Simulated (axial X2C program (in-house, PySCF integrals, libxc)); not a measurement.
LiV at several levels of theory

Computed with an axial X2C code built on PySCF integrals. Spin-free means the one-electron spin-free X2C Hamiltonian; two-component (2c) means X2C with spin–orbit coupling and atomic mean-field two-electron Coulomb and Gaunt terms, so the difference of the two also holds small scalar two-electron terms. Basis: V dyall-cv3z [10s10p6d4f2g], Li dyall-cv3z [7s8p2d] (cores contracted in-house); Gaussian nuclei, density fitting, unrestricted open shells. Masses: V 50.944 u, Li 7.016 u.

The run was started with this input:
```json
{"zs": [23, 3], "q": 0, "bas": ["dyall-cv3z", "dyall-cv3z"], "levels": ["PBE0", "HF", "r2SCAN0"], "cc": true, "r0": 2.67, "thr": -2.0, "nmax": 90, "npts": 10, "nst": 2, "ntry": 6}
```
```bash
python so2c.py task.json out
```

Keys: zs atomic numbers; q charge; bas basis sets; levels methods; cc coupled cluster on or off; r0 starting distance in Å; thr threshold in hartree for freezing inner shells (an s shell follows its p shell); nmax most natural virtual spinors; npts points on the curve; nst determinants followed; ntry starts of the search. HF also brings MP2.

State, spin-free: M_S = 2, Λ = 2 (beyond evenly filled blocks: σα, π+α, π-α, δ+α); electrons by block: σα: 8, σβ: 7, π+α: 3, π+β: 2, π-α: 3, π-β: 2, δ+α: 1. Fragments: V + Li.

State, 2c: Ω = 4 (⟨Sz⟩ = 2.00, ⟨Lz⟩ = 2.00 at PBE0); electrons by block: 1/2: 10, -1/2: 10, 3/2: 3, -3/2: 2, 5/2: 1. Fragments: V + Li.

```
Hamiltonian    level  Re (Å)  ωe (cm⁻¹)  ωexe (cm⁻¹)  De (eV)  D0 (eV)  k (mdyn/Å)  μ (D)
  spin-free     PBE0   2.657      284.7         1.75      n/a      n/a       0.294   1.84
  spin-free       HF   3.020      165.2         4.62   -0.226   -0.236      0.0992  -1.44
  spin-free     CCSD   2.596      316.5          n/a    0.462    0.443       0.364    n/a
  spin-free  CCSD(T)   2.565      327.7          n/a    0.564    0.544        0.39    n/a
  spin-free  r2SCAN0   2.689      273.9         2.34      n/a      n/a       0.273   1.67
         2c     PBE0   2.658      284.6         1.77      n/a      n/a       0.294   1.84
         2c       HF   3.022      164.8         4.61      n/a      n/a      0.0987  -1.44
         2c     CCSD   2.597      316.6          n/a      n/a      n/a       0.364    n/a
         2c  CCSD(T)   2.566      327.8          n/a      n/a      n/a        0.39    n/a
         2c  r2SCAN0   2.690      273.8         2.36      n/a      n/a       0.272   1.67
```

Correlated methods: 6 electrons correlated (number of frozen shells: V 3 s, 2 p; Li 1 s), 254 virtual spin orbitals or spinors in MP2, 81 natural virtuals in coupled cluster.

Dipoles are positive if Li is the positive end.

Occupations by symmetry block were frozen at the best pattern of an incomplete PBE0 search. Dissociation energies refer to the lowest single-determinant-based atoms at the same level and basis. De is not given where an atomic determinant may have missed its ground term or J level, or where the truncated virtual space spoils (T). Density functionals use the spin component along the axis (collinear). CCSD and (T) use frozen natural virtuals with an MP2 correction for the truncation; (T) itself is uncorrected, so its De runs slightly low. PBE0 can misorder states that lie within some tenths of an eV, so this need not be the ground state of the molecule. The nearest other spin-free determinant of the search, M_S = 2, Λ = 1, lies 0.04 eV up at the distance of the search. The functionals have no current-density term, which raises determinants with orbital currents, atoms included. With several unpaired electrons one determinant need not be a pure state. A state of lower Ω lies just above, and one determinant can place such states too high, so the state shown need not be the lowest. The search has Ω = 1 only 0.01 eV up. The outer-core s and p shells of the metal are frozen in the correlated rows, which leaves out core–valence correlation; for alkali and alkaline-earth bonds that tends to lengthen them. Open-shell Ω = 0 determinants with evenly filled partner blocks cannot be reached by this program, so the Ω shown need not be the lowest component. The determinant is spin-polarised beyond a pure state at some levels (its spin-free form has ⟨S²⟩ too high), which makes Re and μ there less reliable. The T1 diagnostic is large, a sign of multireference character.

No reliable constants came from MP2 (2c), MP2 (spin-free): no minimum in range, unconverged points, a curve that is not smooth, a change of character along it, or the two Hamiltonians disagreeing along it.

Rough cost a point (2c) on 1 thread(s) of a shared host, integrals apart: PBE0 0.5 s, HF 0.27 s, CCSD(T) 2 s, r2SCAN0 0.7 s.
